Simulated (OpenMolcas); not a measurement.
# Co5+, Rh5+, Ir5+: d4 down the group

- Program: OpenMolcas
- Method: MS-RASPT2, IPEA 0.25 Eh, imaginary shift 0.1 Eh
- Basis: ANO-RCC-VQZP
- Scalar Hamiltonian: DKH2, point nucleus
- Spin-orbit coupling: state interaction with AMFI integrals over the reference wave functions, term energies averaged over their components

Active space for each ion: 10 electrons in 8 orbitals (RAS1 p, at most 2 holes; RAS2 d); closed shells correlated by CASPT2: Co5+ 3s; Rh5+ 4s; Ir5+ 5s.

Computed levels in cm-1 above 5D0:

```
                               Level   Co5+   Rh5+   Ir5+
                                 5D1    215    670   5820
                                 5D2    626   1750  10620
                                 5D3   1207   3060  14180
                                 5D4   1931   4510  16230
                                 3H4  28710  19900  24740
                              3P1(1)  29090  22020  30750
                                 3H5  29180  21480  30770
                                 3H6  29690  22680  33340
                              3F2(1)  31270  23500  29820
weight of 5D in the lowest level (%)    100     96     61
```

Mixed levels, with the weight of the term that names them: Ir5+ 5D0 (61 %), Ir5+ 5D4 (61 %), Ir5+ 3H4 (55 %), Ir5+ 3P1(1) (73 %), Ir5+ 3H6 (71 %), Ir5+ 3F2(1) (63 %).

Measured, with the error of the calculation in %. Measured levels: Co5+ from Sugar and Corliss, J. Phys. Chem. Ref. Data 10, 1097 (1981).

```json
{"Level": "5D1", "Co5+": "204 (+5.4)"}
{"Level": "5D2", "Co5+": "589 (+6.3)"}
{"Level": "5D3", "Co5+": "1125 (+7.3)"}
{"Level": "5D4", "Co5+": "1782 (+8.4)"}
{"Level": "3H4", "Co5+": "28377 (+1.2)"}
{"Level": "3P1(1)", "Co5+": "28462 (+2.2)"}
{"Level": "3H5", "Co5+": "28806 (+1.3)"}
{"Level": "3H6", "Co5+": "29234 (+1.6)"}
{"Level": "3F2(1)", "Co5+": "30555 (+2.3)"}
```

The fine-structure level 5D4 changes by a factor of 8.4 from Co5+ to Ir5+.

Without spin-orbit coupling 3H lies 28140, 18980, 17290 cm-1 above 5D in that order; the difference to the level 3H4, of either sign, comes from spin-orbit coupling, which also lowers the zero.

CASPT2 breaks the degeneracy within a term, and the mean is taken; among the terms shown or strongly mixed into the levels shown the widest spread is 1400 cm-1 (5d4 1I, Ir5+). Active for correlation alone: 3p; no level in the range computed is led by a configuration that opens it, so any true level of that kind is missing (holds for Co5+). Active for correlation alone: 4p; no level in the range computed is led by a configuration that opens it, so any true level of that kind is missing (holds for Rh5+). Active for correlation alone: 5p; no level in the range computed is led by a configuration that opens it, so any true level of that kind is missing (holds for Ir5+). The CASPT2 spread within a term exceeds the gap to the next term for 5d4 1I and 5d4 3D, so the order of their levels is uncertain (holds for Ir5+). Computed and measured levels are paired by configuration, term and J; levels that our copy of the source lacks, or whose pairing is in doubt (as where it misses far off the trend of its configuration), stay unpaired and out of the deviations. Levels of configurations outside the active space are missing.

A number in round brackets counts repeated terms of one configuration in the order of the reference energies.
